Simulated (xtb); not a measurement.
H₂Ga, charge +1, singlet, at a GFN2-xTB geometry (such geometries of metal compounds can be far from the true shape). Base run: GFN2-xTB (xtb).

The xtb input:
```
$ xtb mol.xyz --gfn 2 --chrg 1 --json

# file mol.xyz
3

Ga     0.00000000     0.00000000     0.00000000
H     -0.00000000    -0.00000000    -1.56355402
H      0.00000000     0.00000000     1.56355402
```

Each row names what was changed in the base input (with any setting that the change needs).

```
change               ΔE vs base (kcal/mol)  HOMO-LUMO gap (eV)  G_solv (kcal/mol)  SCF cycles
-------------------  ---------------------  ------------------  -----------------  ----------
base                                 0.000                3.19                  -           8
alpb = dmso                              …                   …                  …           9
etemp = 3000                        -0.050                3.19                  -           8
gbsa = acetonitrile                      …                3.09                  …           9
acc = 30                             0.000                3.19                  -           6
acc = 1000                           0.001                3.20                  -           4
gbsa = water                        -57.94                3.09             -58.59           8
```

**Question.** Fill in the missing entries.

**Answer.** 
- alpb = dmso, ΔE vs base (kcal/mol): -52.22
- alpb = dmso, HOMO-LUMO gap (eV): 3.11
- alpb = dmso, G_solv (kcal/mol): -52.55
- gbsa = acetonitrile, ΔE vs base (kcal/mol): -60.16
- gbsa = acetonitrile, G_solv (kcal/mol): -60.76

ALPB and GBSA are two models with their own fitted parameters for each solvent, which aren't always the measured dielectric constant.
